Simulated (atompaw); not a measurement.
Reading a pseudo-wave (tantalum (Ta))

Columns: radius, all-electron u(r) and pseudo u(r) of the 5p shell (level -46.62 eV) of tantalum in the configuration [Kr] 4d10 4f14 5s2 5p6 5d3 6s1 6p0; PBE, scalar-relativistic, PAW (atompaw) scheme, atompaw 4.2.0.5.

```csv
r (bohr),all-electron,pseudo
0.115,0.2617,0.0301
0.231,0.0171,0.1177
0.346,-0.4903,0.2503
0.462,-0.4146,0.4135
0.577,-0.0255,0.5850
0.692,0.3896,0.7464
0.808,0.7106,0.8816
0.923,0.9083,0.9759
1.038,1.0022,1.0241
1.154,1.0185,1.0264
1.269,0.9826,0.9887
1.385,0.9146,0.9205
1.500,0.8306,0.8346
1.615,0.7405,0.7420
1.731,0.6503,0.6504
1.846,0.5656,0.5656
1.962,0.4871,0.4871
2.077,0.4172,0.4172
2.192,0.3554,0.3554
2.308,0.3009,0.3009
2.423,0.2542,0.2542
2.538,0.2141,0.2141
2.654,0.1795,0.1795
2.769,0.1504,0.1504
2.885,0.1255,0.1255
3.000,0.1047,0.1047
```

Problem. How many radial nodes do the two functions have?

Solution. The all-electron 5p function has n − l − 1 = 3 (the table is too coarse to show those close to the nucleus); the pseudo-wave has 0, since the states of the same l below it are removed with the core.

Problem. At about which radius was the pseudo-wave matched?

Solution. 1.80 bohr, where the columns begin to agree (steps of 0.12 bohr).

Problem. Is the pseudo-wave norm-conserving?

Solution. No, it belongs to a PAW set: the norm inside the radius is not constrained, and the difference is carried by the augmentation charge.
